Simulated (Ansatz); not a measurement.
Isolated molecules relaxed with PBE0-D4/def2-TZVP in Ansatz; ΔE leaves out vibrations. CCSD(T)/CBS adds triple-zeta CCSD(T) − MP2 to the extrapolated MP2 energy (def2 sets, frozen cores). DFT in def2-TZVPP. For Ge outer-core shells are correlated without core-valence functions, which leaves a few kJ/mol of doubt a bond. Scalar relativity is left out up to krypton. Each species was taken in one conformer, which may not be the lowest.

Reaction (cleavage of the Si–Ge bond): `[OH][GeH]([F])[SiH2]Cl` + `BN[SiH2][SiH3]` → `BN([SiH2][SiH3])[SiH2]Cl` + `[OH][GeH2][F]`

`[OH][GeH]([F])[SiH2]Cl`:

Z-matrix (Å, degrees):
```
Ge
F 1 1.745
Si 1 2.396 2 105.3
O 1 1.764 2 107.6 3 116.9
H 1 1.533 2 106.5 3 -130.0
Cl 3 2.062 1 105.1 2 84.3
H 3 1.483 1 111.6 2 -158.6
H 3 1.481 1 112.3 2 -34.0
H 4 0.962 1 112.6 2 -75.9
```

`BN[SiH2][SiH3]`:

```xyz
12

B    -1.432    1.621    0.949
N    -0.219    1.228    0.375
Si    0.613   -0.294    0.617
Si    0.689   -1.534   -1.371
H    -1.983    0.876    1.708
H    -1.898    2.690    0.673
H     0.213    1.881   -0.265
H     2.007   -0.034    1.075
H    -0.120   -1.029    1.676
H    -0.684   -1.897   -1.814
H     1.334   -0.728   -2.446
H     1.481   -2.779   -1.177
```

`BN([SiH2][SiH3])[SiH2]Cl`:

Cartesian coordinates in Å:
```
B 0.628 1.306 -1.332
N 0.629 0.052 -0.684
Si 0.579 0.014 1.085
Si -1.551 0.578 1.873
Si 0.627 -1.426 -1.591
Cl -1.107 -2.461 -1.201
H 0.628 2.307 -0.669
H 0.630 1.366 -2.528
H 0.932 -1.373 1.495
H 1.612 0.943 1.611
H -1.546 0.604 3.361
H -1.931 1.924 1.367
H -2.549 -0.417 1.403
H 1.739 -2.299 -1.157
H 0.679 -1.117 -3.033
```

`[OH][GeH2][F]`:

Cartesian coordinates in Å:
```
O 1.194 0.464 -0.505
Ge -0.419 0.080 0.085
F -0.829 -1.506 -0.496
H 1.883 -0.085 -0.124
H -0.463 -0.031 1.615
H -1.366 1.078 -0.575
```

```tsv
level	ΔE (kJ/mol)	difference from CCSD(T)/CBS
B2PLYP	-44.8	6.1
PBE	-21.9	29.0
PBE0	-31.5	19.4
HF/def2-TZVPP	-55.4	-4.5
MP2/def2-TZVPP	-61.2	-10.3
SCS-MP2/def2-TZVPP	-59.6	-8.7
CCSD/def2-TZVPP	-53.0	-2.1
CCSD(T)/def2-TZVPP	-53.2	-2.3
HF/def2-QZVPP	-57.2	-6.3
CCSD/CBS(def2)	-50.7	0.2
CCSD(T)/CBS	-50.9	0
```

Largest T1 diagnostic among the species: 0.013.

The D4 term adds −11.5 kJ/mol with B3LYP and −6.6 kJ/mol with PBE0; it sums over pairs of atoms, weighted by their polarisabilities, and B3LYP, whose exchange is more repulsive, gets the larger term. From PBE to PBE0 (25 % exact exchange), in def2-TZVPP and without D4, ΔE moves by −9.6 kJ/mol.

B3LYP here is the variant with VWN-RPA as its local correlation; programs differ in this.
